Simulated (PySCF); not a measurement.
An unknown shows these calculated signals:

1H NMR (300 MHz, computed): δ 7.12 (m, 1H), 6.10 (m, 1H), 4.59 (m, 2H), 4.33 (s, 3H), 0.30 (t, 3H).

13C{1H} NMR (computed): δ 157.2 (C), 155.5 (CH), 128.2 (CH), -6.7 (CH3).

[PySCF 2.14.0 with density-fitted response routines: coordinates at the GFN2-xTB level; σ from GIAO-PBE0/pcSseg-1; single conformer; in vacuum; fast rotation and ring inversion assumed for equivalent nuclei; non-relativistic Hamiltonian]

Chemical shifts δ = σref − σ; 1H (σ = 31.72 ppm), 13C (σ = 186.93 ppm) against TMS, all at this level.

Which of these does the molecule contain: a CF3 group, a Si–H bond, a Si–CH3 group, an aldehyde, a methoxy group, a non-aromatic C=C double bond?

Answers


- A CF3 group: no.
- A Si–H bond: yes (δH 4.59 (m)).
- A Si–CH3 group: yes (δC -6.7; δH 0.30 (t)).
- An aldehyde: no.
- A methoxy group: no.
- A non-aromatic C=C double bond: yes.

The data belong to SMILES C[SiH2]/C=C(\[SiH3])C(F)F, C$_{4}$H$_{10}$F$_{2}$Si$_{2}$; they needn't prove each group on their own.

Carbon signals by region: 3 in the sp2 and nitrile region (100–160 ppm), 1 below 50 ppm.

Splittings by 19F in the carbon and heteronuclear signals aren't shown, as no couplings were computed. Shifts are as computed. Against solution values, carbons near 30 ppm lie about +3 ppm off and those near 130 ppm about +5 ppm. Of 1211 compounds with measured shifts, 218 miss one by over three times the rms of a fit or turn the order of signals round; such compounds aren't used in these exercises. Multiplicities follow the n + 1 count of equivalent neighbours, as no J values were calculated; m marks all less simple cases, F and P coupling included.
